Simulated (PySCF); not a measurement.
# P (phosphorus, neutral) across methods

[Ne] 3s1 3p3 4s1, high-spin 6S determinant (an excited configuration). Computed with PySCF 2.14 in aug-cc-pV(T+d)Z, with no relativity, point nucleus.

| method | E (hartree) | mean ε 3s α (eV) | mean ε 3p α (eV) | mean ε 4s α (eV) | Σ⟨r²⟩ (bohr²) | ⟨S²⟩ |
| --- | --- | --- | --- | --- | --- | --- |
| PBE0 | -340.6804 | -22.179 | -12.026 | -2.153 | 50.69 | 8.750 |
| PBE | -340.6444 | -19.754 | -10.614 | -1.727 | 50.57 | 8.750 |
| UHF | -340.32283 | -28.858 | -15.744 | -3.133 | 51.19 | 8.750 |
| revPBE | -340.7445 | -19.761 | -10.609 | -1.703 | 50.69 | 8.750 |
| r2SCAN0 | -340.7952 | -22.834 | -12.341 | -2.153 | 50.73 | 8.750 |
| TPSS | -340.8218 | -20.061 | -10.717 | -1.683 | 50.81 | 8.750 |
| r2SCAN | -340.7967 | -20.778 | -11.113 | -1.740 | 50.83 | 8.750 |
| CAM-B3LYP | -340.7943 | -23.634 | -13.180 | -2.705 | 50.61 | 8.750 |

Task: Estimate the same row for LDA.

Result: E (hartree) = -339.5287; mean ε 3s α (eV) = -19.652; mean ε 3p α (eV) = -10.607; mean ε 4s α (eV) = -1.858; Σ⟨r²⟩ (bohr²) = 50.43; ⟨S²⟩ = 8.750.

The outer electron is Rydberg-like, and this basis confines it to a smaller radius and binds it less than a complete one would.
